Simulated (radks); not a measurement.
Question: Species: Cu15+. Configuration: [Ne] 3s2 3p2 (the NIST ground configuration). Calculated with a radial shooting solver on a logarithmic mesh with Libxc functionals: Dirac Kohn-Sham, PBE, spin-unpolarised, spherical densities, point nucleus; open shells fill j = l - 1/2 first. Some entries of the table are withheld. Estimate them.

| orbital | occ. | eigenvalue (eV) | <r^2> (bohr^2) | <1/r> (bohr^-1) |
|---|---|---|---|---|
| 1s1/2 | 2 | -9376.788 | 0.003655 | 29.16 |
| 2s1/2 | 2 | -1576.193 | 0.06380 | 6.418 |
| 2p1/2 | 2 | (1) | 0.04991 | (2) |
| 2p3/2 | 4 | (3) | 0.05136 | (4) |
| 3s1/2 | 2 | -539.8871 | 0.4144 | 2.406 |
| 3p1/2 | 2 | (5) | 0.4053 | 2.340 |
| 3p3/2 | 0 | (6) | 0.4122 | 2.309 |
| 3d3/2 | 0 | -432.1605 | 0.3502 | 2.169 |
| 3d5/2 | 0 | -431.3682 | 0.3519 | 2.161 |
| 4s1/2 | 0 | -265.8176 | 1.561 | (7) |
| 4p1/2 | 0 | (8) | (9) | 1.195 |
| 4p3/2 | 0 | (10) | (11) | 1.184 |

Answer: 
(1) 2p1/2 eigenvalue (eV): -1447.935
(2) 2p1/2 <1/r> (bohr^-1): 6.364
(3) 2p3/2 eigenvalue (eV): -1427.067
(4) 2p3/2 <1/r> (bohr^-1): 6.224
(5) 3p1/2 eigenvalue (eV): -498.5847
(6) 3p3/2 eigenvalue (eV): -494.3422
(7) 4s1/2 <1/r> (bohr^-1): 1.226
(8) 4p1/2 eigenvalue (eV): -249.6963
(9) 4p1/2 <r^2> (bohr^2): 1.605
(10) 4p3/2 eigenvalue (eV): -248.2000
(11) 4p3/2 <r^2> (bohr^2): 1.624
